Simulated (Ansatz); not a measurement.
CH5AlGaN from Hartree–Fock to CCSD(T)

```xyz
9

Al    0.6734   -1.1809    1.0818
C    -1.0308   -0.2680    0.9856
N    -0.3373    0.1631    0.0027
Ga   -0.0867    1.2232   -1.5029
H     0.8106   -2.5918    0.3719
H     1.8156   -0.5452    1.9789
H    -2.0514    0.0886    1.1706
H     0.6072    2.5887   -1.2335
H    -0.4006    0.5222   -2.8552
```

Charge 0, multiplicity 1. Correlated methods include outer-core shells of Ga, which these sets cover unevenly. Scalar relativity is left out up to krypton. The bonds changed during the relaxation, so this is another structure than the one it started from. The geometry is a stationary point of PBE0-D4/def2-TZVP. Frozen core, restricted reference, the Gaussian-basis code of Ansatz.

```tsv
basis	HF (Eh)	MP2 corr.	CCSD corr.	(T)	CCSD(T) total
def2-SVP	?	?	-0.60144	-0.02156	?
def2-TZVPP	?	?	-0.69723	-0.03054	?
def2-QZVPP	-2260.45667	-0.94581	–	–	–
```

Fill in the withheld values. (An estimate is asked.)

Ansatz gave: def2-SVP HF (Eh): -2259.96306; def2-SVP MP2 corr.: -0.57247; def2-SVP CCSD(T) total: -2260.58606; def2-TZVPP HF (Eh): -2260.40414; def2-TZVPP MP2 corr.: -0.66908; def2-TZVPP CCSD(T) total: -2261.13191.
